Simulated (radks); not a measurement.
Results of a calculation; reference values are marked as such.
The arsenic anion As3-, [Kr], held by a Watson sphere: a shell of charge +3 at radius R that stands for the Madelung well of a crystal (potential energy -3/R inside, -3/r outside, in hartree with lengths in bohr). Level of theory: scalar-relativistic Kohn-Sham, r2SCAN, spin-polarised, spherical densities, finite nucleus; meta-GGA in the generalised Kohn-Sham scheme; Fermi nuclear charge, rms radius of each element as measured or else 0.836 A^(1/3) + 0.57 fm (a radial shooting solver on a logarithmic mesh with Libxc functionals).

R (bohr)  e(3d) (eV)  e(4s) (eV)  e(4p) (eV)  <r> 4p (bohr)  sum of <r^2> (bohr^2)  X-ray form factor at sin(theta)/lambda = 0.1 1/angstrom
2.26         -40.187     -17.286      -7.861          2.430                  59.71                                                   32.349
3.47         -38.391     -13.684      -5.502          2.913                  80.13                                                   31.570
3.88         -38.116     -12.925      -4.845          3.069                  87.54                                                   31.358
4.04         -38.022     -12.677      -4.614          3.129                  90.52                                                   31.283
4.59         -37.744     -11.992      -3.919          3.330                  101.2                                                   31.056
5            -37.575     -11.618      -3.494          3.476                  109.6                                                   30.917
5.16         -37.517     -11.497      -3.346          3.533                  113.0                                                   30.870
5.27         -37.479     -11.421      -3.250          3.571                  115.4                                                   30.839
